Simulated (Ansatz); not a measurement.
Species: sum formula BOCl, net charge -1, doublet state. 
Structure (B3LYP-D3(BJ)/def2-TZVP (Ansatz, a first-principles code) minimum search):
```
B
O 1 1.2423
Cl 1 2.0070 2 128.04
```
Charge -1, spin multiplicity 2.

Basis-set convergence of Hartree-Fock and CCSD correlation energies (hartree) with Ansatz. Correlated levels leave the core frozen unless marked. UHF or UKS for open shells. No spin-orbit coupling. No relativistic terms.

| basis | functions | E(HF) | E(corr, CCSD) |
|---|---|---|---|
| aug-cc-pV(D+d)Z | 78 | -559.13891 | -0.44351 |
| aug-cc-pV(T+d)Z | 147 | ___ | ___ |

Task: Fill in the missing entries.

Result: 
- aug-cc-pV(T+d)Z, E(HF): -559.17559
- aug-cc-pV(T+d)Z, E(corr, CCSD): -0.54237
